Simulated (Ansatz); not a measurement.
Program: Ansatz. Geometries: PBE0-D4/def2-TZVP. ΔE: electronic, gas phase. CBS: MP2 limit from def2 TZ/QZ plus the TZ coupled-cluster correction, frozen cores. This one scheme is used for every species. DFT in def2-TZVPP. def2 core potentials past Kr. For Ga, I outer-core shells are correlated without core-valence functions, which leaves a few kJ/mol of doubt a bond. Scalar relativity is left out up to krypton.

Reaction (ligand exchange at a Ga–I bond): `[F][Ga]([F])[I]` + HCl → `[F][Ga]([F])[Cl]` + HI

Question: Is it downhill or uphill in electronic energy at CCSD(T)/CBS, and by how much? (An estimate is asked.)

Answer: Computed: Uphill: ΔE = +21.6 kJ/mol.

Question: What do these levels give: BHLYP-D4, ωB97M-V, BLYP, MP2/def2-SVP, MP2/def2-TZVPP, MP2/def2-QZVPP? (An estimate is asked.)

Answer: Ansatz gave: BHLYP-D4 19.8, ωB97M-V 17.0, BLYP 17.4, MP2/def2-SVP 13.5, MP2/def2-TZVPP 20.7, MP2/def2-QZVPP 23.7 kJ/mol.

Largest T1 diagnostic among the species: 0.014.

Leaving LDA and LC-ωPBE aside and taking each functional with its dispersion term where it has one, the values, not all of them listed here, spread over 9.3 kJ/mol, from B97M-V to PBE-D4. At CCSD(T), def2-SVP lies −10.2 kJ/mol from the extrapolated value and def2-TZVPP −5.2 kJ/mol. In def2-TZVPP, CCSD(T) changes the Hartree–Fock value by +4.2 kJ/mol (the triples alone add +0.9 kJ/mol) and MP2 by +8.4 kJ/mol.
